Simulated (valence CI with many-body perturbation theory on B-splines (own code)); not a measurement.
**Xe XLII: calculated level list**

Level of theory: configuration interaction combined with many-body perturbation theory (CI+MBPT): three valence electrons over a frozen Dirac-Fock core [Ne], a basis of 11 s, 11 p, 10 d, 8 f, 5 g, 2 h functions for each j, with the one-electron correlation potential Σ1, the two-electron term Σ2, the three-electron term Σ3, Breit, model QED; selected CI, second order for the rest, scaled by the run's own slope (own B-spline code, finite nucleus).

The last digits are not significant, and no measured levels were compared; by estimate large intervals hold to a few tenths of a per cent, small ones and those within an open d or f shell to about a per cent.

Levels 46 to 90 of 156, with energies above the lowest level, (3s^2 3p1/2) J=1/2. "Leading %" is the weight of the configuration and term that name the level; weights of strongly mixed levels are sums over their largest components and can fall short, so below about 35 % the name and the second component can differ from the true leading terms, or belong to a minority configuration. In the jj column 3d3/2^4 stands for four electrons in 3d with j = 3/2. Lifetimes count E1, E2, E3, M1 and M2 decay at the calculated energies, and are blank where another channel may lead or the interval is too uncertain; long ones can be off by a factor of two.

```tsv
No.	Configuration	Term	J	E (Ry)	Leading %	Lifetime	Leading jj	Second component
46	3p2.3d	2G	7/2	37.599	37	6.84 ps	3p1/2 3p3/2 3d3/2 (86 %)	32 % 3p2.3d 2F
47	3p2.3d	4D	7/2	38.662	43	5.56 ps	3p1/2 3p3/2 3d5/2 (97 %)	39 % 3p2.3d 4F
48	3p2.3d	2D	3/2	38.813	43	2.34 ps	3p1/2 3p3/2 3d3/2 (77 %)	20 % 3p2.3d 2P
49	3p2.3d	4P	5/2	38.835	37	2.48 ps	3p1/2 3p3/2 3d3/2 (59 %)	26 % 3p2.3d 4F
50	3p2.3d	2G	9/2	39.107	55	8.75 ps	3p1/2 3p3/2 3d5/2 (94 %)	40 % 3p2.3d 4F
51	3p2.3d	4P	1/2	39.115	38	2.41 ps	3p1/2 3p3/2 3d3/2 (88 %)	28 % 3p2.3d 2P
52	3p2.3d	2P	3/2	39.291	47	3.79 ps	3p1/2 3p3/2 3d5/2 (79 %)	35 % 3p2.3d 4P
53	3p2.3d	2D	5/2	39.465	43	4.55 ps	3p1/2 3p3/2 3d5/2 (82 %)	30 % 3p2.3d 4D
54	3p2.3d	2F	7/2	40.044	40	5.42 ps	3p1/2 3p3/2 3d5/2 (73 %)	33 % 3p2.3d 2G
55	3p2.3d	2F	5/2	40.497	41	2.92 ps	3p1/2 3p3/2 3d5/2 (71 %)	30 % 3p2.3d 2D
56	3s.3d2	4F	3/2	40.624	69	2.51 ps	3s 3d3/2^2 (70 %)	10 % 3s.3d2 2D
57	3p2.3d	2P	1/2	40.797	53	4.30 ps	3p1/2 3p3/2 3d5/2 (87 %)	31 % 3p2.3d 2S
58	3p2.3d	2D	3/2	40.963	52	2.72 ps	3p1/2 3p3/2 3d5/2 (68 %)	20 % 3s.3d2 4F
59	3s.3d2	4F	5/2	41.098	77	1.98 ps	3s 3d3/2^2 (64 %)	10 % 3s.3d2 2D
60	3s.3d2	4F	7/2	41.936	94	2.84 ps	3s 3d3/2 3d5/2 (88 %)	
61	3s.3d2	4P	1/2	42.025	82	1.77 ps	3s 3d3/2^2 (72 %)	10 % 3s.3d2 2S
62	3s.3d2	4P	5/2	42.373	30	2.42 ps	3s 3d3/2 3d5/2 (74 %)	26 % 3s.3d2 2D
63	3s.3d2	4F	9/2	42.510	73	3.60 ps	3s 3d3/2 3d5/2 (65 %)	22 % 3s.3d2 2G
64	3s.3d2	4P	3/2	42.585	82	2.62 ps	3s 3d3/2 3d5/2 (94 %)	10 % 3s.3d2 2D
65	3s.3d2	2G	7/2	42.985	41	3.59 ps	3s 3d3/2 3d5/2 (69 %)	30 % 3s.3d2 2F
66	3s.3d2	2D	3/2	43.007	35	2.40 ps	3s 3d3/2 3d5/2 (57 %)	17 % 3p2.3d 4P
67	3s.3d2	4P	5/2	43.107	45	2.35 ps	3s 3d3/2 3d5/2 (65 %)	32 % 3s.3d2 2F
68	3s.3d2	2P	1/2	43.174	36	2.17 ps	3s 3d3/2 3d5/2 (42 %)	20 % 3p2.3d 4P
69	3s.3d2	2G	9/2	43.603	54	4.68 ps	3s 3d5/2^2 (62 %)	26 % 3s.3d2 4F
70	3s.3d2	2G	7/2	43.946	40	5.14 ps	3s 3d5/2^2 (42 %)	23 % 3p2.3d 4D
71	3s.3d2	2D	5/2	44.293	47	3.31 ps	3s 3d5/2^2 (78 %)	21 % 3s.3d2 4P
72	3s.3d2	2P	3/2	44.636	38	3.80 ps	3s 3d5/2^2 (64 %)	26 % 3s.3d2 2D
73	3p2.3d	2D	3/2	44.814	42	1.58 ps	3p3/2^2 3d3/2 (73 %)	12 % 3p2.3d 2P
74	3s.3d2	2S	1/2	45.143	44	3.08 ps	3p3/2^2 3d5/2 (48 %)	24 % 3p2.3d 2P
75	3p2.3d	2D	5/2	45.158	21	1.56 ps	3p3/2^2 3d3/2 (61 %)	18 % 3p2.3d 2F
76	3p2.3d	2F	7/2	45.528	56	1.88 ps	3p3/2^2 3d3/2 (68 %)	28 % 3p2.3d 2G
77	3p2.3d	2G	9/2	45.541	42	2.87 ps	3p3/2^2 3d5/2 (78 %)	38 % 3p2.3d 4F
78	3s.3d2	2P	1/2	45.986	30	1.31 ps	3p3/2^2 3d3/2 (58 %)	29 % 3p2.3d 2P
79	3s.3d2	2F	7/2	46.294	42	1.96 ps	3p3/2^2 3d5/2 (39 %)	37 % 3p2.3d 2F
80	3p2.3d	2D	3/2	46.381	67	1.58 ps	3p3/2^2 3d3/2 (80 %)	11 % 3s.3d2 2P
81	3p2.3d	2D	5/2	46.858	78	2.68 ps	3p3/2^2 3d5/2 (95 %)	12 % 3p2.3d 4D
82	3s.3d2	2S	1/2	47.065	38	1.92 ps	3s 3d5/2^2 (46 %)	24 % 3p2.3d 2S
83	3p.3d2	4G°	5/2	47.435	61	10.4 ps	3p1/2 3d3/2^2 (97 %)	30 % 3p.3d2 2F°
84	3p2.3d	2D	5/2	47.862	48	1.71 ps	3p3/2^2 3d5/2 (79 %)	37 % 3p2.3d 2F
85	3p2.3d	2P	3/2	47.999	42	1.60 ps	3p3/2^2 3d5/2 (73 %)	21 % 3p2.3d 2D
86	3p.3d2	4G°	7/2	49.111	68	11.0 ps	3p1/2 3d3/2 3d5/2 (96 %)	10 % 3p.3d2 4F°
87	3p.3d2	4F°	3/2	49.303	48	2.35 ps	3p1/2 3d3/2^2 (72 %)	32 % 3p.3d2 2D°
88	3p.3d2	4D°	1/2	49.356	52	3.37 ps	3p1/2 3d3/2^2 (92 %)	28 % 3p.3d2 2P°
89	3p.3d2	2D°	5/2	49.402	28	7.60 ps	3p1/2 3d3/2 3d5/2 (97 %)	20 % 3p.3d2 4D°
90	3p.3d2	4D°	3/2	49.860	41	4.37 ps	3p1/2 3d3/2 3d5/2 (76 %)	19 % 3p.3d2 2D°
```
